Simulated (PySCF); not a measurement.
## Levels of Lu⁶⁰⁺ from EOM-EA-GCCSD

Reference: closed-shell Lu⁶¹⁺, [Ne]; one electron is added. Calculated with PySCF 2.14, two-component X2C-1e with screened spin-orbit coupling, an even-tempered Gaussian basis (17 s from 11 bohr⁻², ratio 2.6; 13 p from 14 bohr⁻², ratio 2.6; 6 d from 14 bohr⁻², ratio 2.8; 3 f from 300 bohr⁻², ratio 2.8); frozen 1s2; the 48 highest virtual spinors dropped; of the others 52 kept and the rest restored at second order. No Breit or QED terms. Binding energies in eV.

```json
{"level": "3s1/2", "Koopmans": "6457.9", "second order": "6458.8", "EOM-CCSD": "6458.8"}
{"level": "3p1/2", "Koopmans": "6308.1", "second order": "6309.1", "EOM-CCSD": "6309.1"}
{"level": "3p3/2", "Koopmans": "5997.7", "second order": "5998.6", "EOM-CCSD": "5998.6"}
{"level": "3d3/2", "Koopmans": "5817.3", "second order": "5818.1", "EOM-CCSD": "5818.1"}
{"level": "3d5/2", "Koopmans": "5746.9", "second order": "5747.6", "EOM-CCSD": "5747.6"}
```

Electric-dipole lines between these computed levels:

| lower | upper | ΔE (eV) | vacuum wavelength (nm) |
| --- | --- | --- | --- |
| 3s1/2 | 3p1/2 | 149.67 | 8.284 |
| 3s1/2 | 3p3/2 | 460.16 | 2.694 |
| 3p1/2 | 3d3/2 | 491.05 | 2.525 |
| 3p3/2 | 3d3/2 | 180.56 | 6.867 |
| 3p3/2 | 3d5/2 | 251.05 | 4.939 |

For comparison, the ionisation energy of Lu⁶⁰⁺ is 6452 ± 10 eV (theoretical estimate listed by NIST; NIST Atomic Spectra Database, ionization energies).

Only part of the computed levels is shown.
